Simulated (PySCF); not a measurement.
CH6O3Si2, SMILES C(O[SiH2]O[SiH3])=O.

Geometry: B3LYP-D3(BJ)/def2-SVP. This is a generated structure with no PubChem entry under its InChIKey; it may be hypothetical. The values are those of a single conformer.

All values below come from TDA-CAM-B3LYP/def2-SVPD (PySCF).

Vertical excitations. The molecule is in vacuum.

| state | energy (eV) | λ (nm) | f | main pairs |
|---|---|---|---|---|
| S1 | 5.76 | 215 | 0.001 | HOMO→LUMO 95 % |
| S2 | 7.56 | 164 | 0.003 | HOMO−1→LUMO+1 84 % |
| S3 | 7.91 | 157 | 0.002 | HOMO−2→LUMO+1 69 %, HOMO→LUMO+1 14 % |
| S4 | 8.08 | 153 | 0.034 | HOMO−3→LUMO 30 %, HOMO−1→LUMO 28 %, HOMO→LUMO+2 17 %, HOMO→LUMO+3 9 % |
| S5 | 8.17 | 152 | 0.024 | HOMO−5→LUMO 30 %, HOMO−1→LUMO+2 28 %, HOMO−1→LUMO+3 23 % |
| S6 | 8.25 | 150 | 0.015 | HOMO−5→LUMO 55 %, HOMO−1→LUMO+2 17 %, HOMO−1→LUMO+3 11 % |
| S7 | 8.37 | 148 | 0.058 | HOMO→LUMO+1 28 %, HOMO→LUMO+2 23 %, HOMO−1→LUMO 20 %, HOMO→LUMO+4 13 % |
| S8 | 8.50 | 146 | 0.049 | HOMO−3→LUMO+1 26 %, HOMO−1→LUMO+3 21 %, HOMO−1→LUMO+2 12 %, HOMO−4→LUMO+1 11 % |
| S9 | 8.55 | 145 | 0.023 | HOMO→LUMO+1 38 %, HOMO−1→LUMO 22 %, HOMO→LUMO+8 9 %, HOMO→LUMO+4 8 % |
| S10 | 8.74 | 142 | 0.043 | HOMO→LUMO+4 32 %, HOMO→LUMO+3 17 %, HOMO−1→LUMO 15 %, HOMO−3→LUMO 13 % |
| T1 | 5.18 | 239 | 0 | HOMO→LUMO 94 % |
| T2 | 6.02 | 206 | 0 | HOMO−3→LUMO 61 %, HOMO−4→LUMO 25 % |
| T3 | 7.17 | 173 | 0 | HOMO−1→LUMO+1 75 % |
| T4 | 7.47 | 166 | 0 | HOMO−2→LUMO+1 69 % |
Triplets are in the Tamm–Dancoff approximation.
